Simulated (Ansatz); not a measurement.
ZrF₄. The state is a singlet with charge 0. Geometry PBE-D4/def2-SVP.

Cartesian coordinates in Å:
```
Zr 0.000 0.000 0.000
F 0.081 -0.236 1.892
F -1.823 0.141 -0.546
F 0.809 -1.498 -0.863
F 0.934 1.593 -0.483
```

In the def2 sets Zr takes a core potential; there is no spin–orbit coupling. B3LYP takes the VWN-RPA correlation.

Estimate the orbital energies around the gap (eV) in Ansatz with HF/def2-TZVP, PBE-D4/def2-SVP, B3LYP-D4/def2-TZVP, PBE0-D4/def2-TZVP, ωB97X-V/def2-TZVP.


```csv
orbital,HF/def2-TZVP,PBE-D4/def2-SVP,B3LYP-D4/def2-TZVP,PBE0-D4/def2-TZVP,ωB97X-V/def2-TZVP
HOMO−13,-40.82,-27.58,-31.08,-31.75,-34.38
HOMO−12,-40.82,-27.58,-31.08,-31.75,-34.38
HOMO−11,-18.92,-11.20,-13.20,-13.52,-16.12
HOMO−10,-18.92,-11.20,-13.20,-13.52,-16.12
HOMO−9,-18.92,-11.20,-13.20,-13.52,-16.12
HOMO−8,-18.54,-10.87,-12.86,-13.17,-15.84
HOMO−7,-18.54,-10.87,-12.86,-13.17,-15.84
HOMO−6,-18.46,-10.70,-12.71,-13.01,-15.55
HOMO−5,-17.60,-9.94,-11.94,-12.23,-14.80
HOMO−4,-17.60,-9.94,-11.94,-12.23,-14.80
HOMO−3,-17.60,-9.94,-11.94,-12.23,-14.80
HOMO−2,-17.58,-9.87,-11.90,-12.20,-14.74
HOMO−1,-17.58,-9.87,-11.90,-12.20,-14.74
HOMO,-17.58,-9.87,-11.90,-12.20,-14.74
LUMO,1.14,-2.17,-1.77,-1.49,0.76
LUMO+1,1.90,-2.17,-1.77,-1.49,0.92
LUMO+2,1.90,-1.32,-1.16,-0.79,0.92
LUMO+3,1.90,-0.89,-0.66,-0.32,1.67
LUMO+4,2.57,-0.89,-0.66,-0.32,1.67
LUMO+5,2.57,-0.89,-0.66,-0.32,1.67
```
